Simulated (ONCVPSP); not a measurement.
## PBE ONCV dataset for N, scalar-relativistic all-electron reference.

Input for ONCVPSP 4.0.1:

```
# ATOM AND REFERENCE CONFIGURATION
# atsym  z   nc   nv     iexc    psfile
  N 7.00    1    2        4      upf
#
#   n    l    f
    1    0    2.00
    2    0    1.00
    2    1    4.00
#
# PSEUDOPOTENTIAL AND OPTIMIZATION
# lmax
    1
#
#   l,   rc,      ep,       ncon, nbas, qcut
    0    0.70    0.00    4    7   11.50
    1    2.50    0.00    3    7    5.20
#
# LOCAL POTENTIAL
# lloc, lpopt,  rc(5),   dvloc0
    4    5    0.45    2.00
#
# VANDERBILT-KLEINMAN-BYLANDER PROJECTORs
# l, nproj, debl
    0    1    1.70
    1    2    3.80
#
# MODEL CORE CHARGE
# icmod, fcfact, rcfact
    1    0.45    0.00
#
# LOG DERIVATIVE ANALYSIS
# epsh1, epsh2, depsh
   -2.00    5.00    0.02
#
# OUTPUT GRID
# rlmax, drl
    6.00    0.01
#
# TEST CONFIGURATIONS
# ncnf
    4
# nvcnf
#   n    l    f
    2
    2    0    2.00
    2    1    3.00
#
    2
    2    0    2.00
    2    1    2.00
#
    2
    2    0    2.00
    2    1    1.00
#
    2
    2    0    2.00
    2    1    2.50
#
```

Command:

```bash
oncvpsp.x < N.dat > N.out
```

Output (shortened: citation, most of the input echo, consistency checks and plot data are left out):

```
ONCVPSP  (Optimized Norm-Conservinng Vanderbilt PSeudopotential)
scalar-relativistic version 4.0.1

#   n    l    f        energy (Ha)
    1    0    2.00    -1.4168682E+01
    2    0    1.00    -6.9934346E-01
    2    1    4.00    -2.7594888E-01

Reference configufation results
  iterations    24
  all-electron total energy (Ha)   -5.40301448D+01

Begin loop to  construct optimized pseudo wave functions
and semi-local pseudopoentials for all angular momenta

Calculating optimized projector #   1

 for l=   0

    Fraction of norm inside rc  0.114347
    Optimizing pswf for qcut=  11.48 a_B^-1,  ecut=  65.93 Ha
    Residual kinetic energy error=  1.10D-03 Ha

    Energy error per electron        Cutoff
         Ha          eV             Ha
         0.01000     0.27211       19.34
         0.00100     0.02721       68.68
         0.00010     0.00272      234.31
         0.00001     0.00027      328.31

   Wellstate for l =  1  n =  6
     eigenvalue =   3.5241
     asymptotic potential =   4.0241
     half-point radius =  4.7277

Calculating optimized projector #   1

 for l=   1

    Fraction of norm inside rc  0.891125
    Optimizing pswf for qcut=   5.20 a_B^-1,  ecut=  13.53 Ha
    Residual kinetic energy error=  3.37D-06 Ha

    Energy error per electron        Cutoff
         Ha          eV             Ha
         0.01000     0.27211        7.73
         0.00100     0.02721        9.82
         0.00010     0.00272       11.34
         0.00001     0.00027       13.19

Calculating optimized projector #   2

 for l=   1

    Fraction of norm inside rc  0.154765
    Optimizing pswf for qcut=   5.20 a_B^-1,  ecut=  13.53 Ha
    Residual kinetic energy error=  7.47D-04 Ha

    Energy error per electron        Cutoff
         Ha          eV             Ha
         0.01000     0.27211       10.94
         0.00100     0.02721       13.80
         0.00010     0.00272       34.71
         0.00001     0.00027       71.99

Construct Vanderbilt / Kleinmman-Bylander projectors

B matrix Hermiticity error, ll=   1
   1   2   -4.4648E-05

  Orthonormal projector coefficients -5.6057E+01 -9.1604E-01

Model core correction analysis
  based on d2Exc/dn_idn_j

d2excae - all-electron derivatives

   -5.327961D-02   -4.468028D-02
   -4.465778D-02   -4.100724D-02

d2excps - pseudofunction derivatives with no core correction

   -5.454530D-02   -4.434443D-02
   -4.432378D-02   -4.016183D-02

rms 2nd derivative error    7.970302E-04

Polynomial model core charge

d2excps - pseudofunction derivatives with core correction

   -5.199227D-02   -4.390051D-02
   -4.387654D-02   -4.006034D-02

rms 2nd derivative error    9.711137E-04

Pseudoatom total energy   -8.786835

Diagnostic tests using Vanderbilt-Kleinman-Bylander pseudopotentials
  1 or more projectors used as specified by nproj input data

   l    rcore       rmatch      e in        delta e   norm test  slope test

   0   0.7004018   0.7216675  -0.6993435   0.0000065   1.0000159   1.0000034

   1   2.5044775   2.5805188  -0.2759489  -0.0000095   0.9999839   0.9999651
   1   2.5044775   2.5805188   3.5240511   0.0003353   0.9998653   0.9998653

 Testing for bound ghosts
   n   l    E NL Schr. Eq   E Basis Diag.   E Cutoff

   1   0       -0.699337       -0.410360    252.14

       1                      -43.969375     35.53  WARNING - GHOST(-)
   2   1       -0.275958       -0.275663     35.53

 Testing for highly-localized positive-energy ghosts
       l    <radius>/rc     E Basis Diag.   E Cutoff

Test configuration 0

   n   l     f        eae           eps        diff
   1   0  2.0000  -14.16868230
   2   0  1.0000   -0.69934346   -0.69933700    6.46D-06
   2   1  4.0000   -0.27594888   -0.27595836   -9.48D-06

    Total energies and differences
      AE_ref= -5.40301448D+01  AE_tst= -5.40301448D+01  dif=  0.00D+00
      PS_ref= -8.78683478D+00  PS_tst= -8.78683478D+00  dif= -1.37D-13
      PSP excitation error=  1.37D-13

Test configuration 1

   n   l     f        eae           eps        diff
   1   0  2.0000  -14.13822183
   2   0  2.0000   -0.68290674   -0.67199997    1.09D-02
   2   1  3.0000   -0.26054783   -0.25386278    6.69D-03

    Total energies and differences
      AE_ref= -5.40301448D+01  AE_tst= -5.44530351D+01  dif= -4.23D-01
      PS_ref= -8.78683478D+00  PS_tst= -9.20762142D+00  dif= -4.21D-01
      PSP excitation error= -2.10D-03

Test configuration 2

   n   l     f        eae           eps        diff
   1   0  2.0000  -14.76144207
   2   0  2.0000   -1.19296401   -1.17004559    2.29D-02
   2   1  2.0000   -0.76027961   -0.72852597    3.18D-02

    Total energies and differences
      AE_ref= -5.40301448D+01  AE_tst= -5.39535657D+01  dif=  7.66D-02
      PS_ref= -8.78683478D+00  PS_tst= -8.72485395D+00  dif=  6.20D-02
      PSP excitation error=  1.46D-02

Test configuration 3

   n   l     f        eae           eps        diff
   1   0  2.0000  -15.57681778
   2   0  2.0000   -1.80659260   -1.74935073    5.72D-02
   2   1  1.0000   -1.37852229   -1.28344085    9.51D-02

    Total energies and differences
      AE_ref= -5.40301448D+01  AE_tst= -5.28932188D+01  dif=  1.14D+00
      PS_ref= -8.78683478D+00  PS_tst= -7.72412291D+00  dif=  1.06D+00
      PSP excitation error=  7.42D-02

Test configuration 4

   n   l     f        eae           eps        diff
   1   0  2.0000  -14.42426517
   2   0  2.0000   -0.92317286   -0.90833700    1.48D-02
   2   1  2.5000   -0.49404580   -0.47858205    1.55D-02

    Total energies and differences
      AE_ref= -5.40301448D+01  AE_tst= -5.42658563D+01  dif= -2.36D-01
      PS_ref= -8.78683478D+00  PS_tst= -9.02571403D+00  dif= -2.39D-01
      PSP excitation error=  3.17D-03
```

Note: ghosts flagged at negative energy: p at -1196.5 eV; no localised positive-energy state flagged. A true bound ghost makes a file unfit for plane-wave use.

The run took about 2.2 s on one core of a shared server CPU.
